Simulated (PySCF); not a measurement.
## Calcium: a sound run and one with changed settings

Sound run: Ca [Ar] 4s2, Ca⁺ [Ar] 4s1. Computed with PySCF 2.14 in x2c-SVPall, with scalar relativity by spin-free X2C-1e. In the sound run the correlated levels freeze [Ar]. The sound run starts from symmetry-adapted Hartree-Fock orbitals and uses a fine grid where one is needed.

A second run was set up differently.

```json
{"species": "Ca", "method": "MP2", "sound run (hartree)": "-679.53736", "changed run (hartree)": "-679.64351", "converged": "yes"}
{"species": "Ca", "method": "CCSD(T)", "sound run (hartree)": "-679.54696", "changed run (hartree)": "-679.65883", "converged": "yes"}
{"species": "Ca⁺", "method": "MP2", "sound run (hartree)": "n/a", "changed run (hartree)": "-679.42955", "converged": "yes"}
{"species": "Ca⁺", "method": "CCSD(T)", "sound run (hartree)": "n/a", "changed run (hartree)": "-679.43956", "converged": "yes"}
```

Ionisation energy of Ca:

| method | sound run (eV) | changed run (eV) |
| --- | --- | --- |
| UHF | 5.151 | 5.151 |
| MP2 | 5.620 | 5.822 |
| SCS-MP2 | 5.714 | 5.876 |
| CCSD | 5.881 | 5.945 |
| CCSD(T) | 5.881 | 5.967 |

Question: What was changed?
A. minimal basis
B. level shift left on
C. basis contracted for another Hamiltonian
D. all electrons correlated in a valence basis

Answer: D. A valence basis has no tight correlating functions, so it recovers only part of the core correlation, and not evenly between atom and ion.
